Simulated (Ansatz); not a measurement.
`C=[N][GeH3]` + HCl → `[Cl][GeH3]` + `C=N` at 500 K and 1 bar (ligand exchange at a Ge–N bond).

Computed with Ansatz on PBE0-D4/def2-TZVP structures; ΔE is electronic, products minus reactants. CCSD(T)/CBS adds triple-zeta CCSD(T) − MP2 to the extrapolated MP2 energy (def2 sets, frozen cores). This one scheme is used for every species. For Ge outer-core shells are correlated without core-valence functions, which leaves a few kJ/mol of doubt a bond. Scalar relativity is left out up to krypton.

```json
{"species": "`C=[N][GeH3]`", "CCSD(T)/CBS energy (Eh)": "-2171.83462", "H − E (kJ/mol)": "173.7", "S (J/(mol·K))": "340.6"}
{"species": "HCl", "CCSD(T)/CBS energy (Eh)": "-460.38127", "H − E (kJ/mol)": "32.5", "S (J/(mol·K))": "201.9"}
{"species": "`[Cl][GeH3]`", "CCSD(T)/CBS energy (Eh)": "-2537.71925", "H − E (kJ/mol)": "89.2", "S (J/(mol·K))": "296.4"}
{"species": "`C=N`", "CCSD(T)/CBS energy (Eh)": "-94.52360", "H − E (kJ/mol)": "124.2", "S (J/(mol·K))": "249.5"}
```

H − E and S are ideal-gas, rigid-rotor, harmonic terms from PBE0-D4/def2-TZVP. 1 Eh = 2625.50 kJ/mol, R = 8.31446 J/(mol·K).

Task: By hand: ΔE, ΔH, ΔS and ΔG.

Result: ΔE = (-2537.71925) + (-94.52360) − (-2171.83462) − (-460.38127) = -0.02696 Eh = -70.8 kJ/mol. Δ(H − E) = 89.2 + 124.2 − 173.7 − 32.5 = 7.2, so ΔH = -63.6 kJ/mol. ΔS = 296.4 + 249.5 − 340.6 − 201.9 = 3.4 J/(mol·K). ΔG = -63.6 − 500 × (3.4)/1000 = -65.3 kJ/mol.

Task: By hand: the equilibrium constant, and the temperature at which ΔG would vanish if ΔH and ΔS stayed fixed.

Result: log₁₀ K = −ΔG/(RT ln 10) = 6.8. ΔH and −TΔS have one sign here, so there is no such temperature. One of them is within its doubt of zero, so this could turn.

The number of gas molecules stays the same, so ΔS is small and ΔH decides. A doubt of 5 kJ/mol in ΔE shifts log₁₀ K by 0.5 here. These are equilibria of isolated gas molecules and say nothing of rates. Largest T1 diagnostic: 0.013 (customary marks: 0.02 for closed shells, 0.045 for open ones).
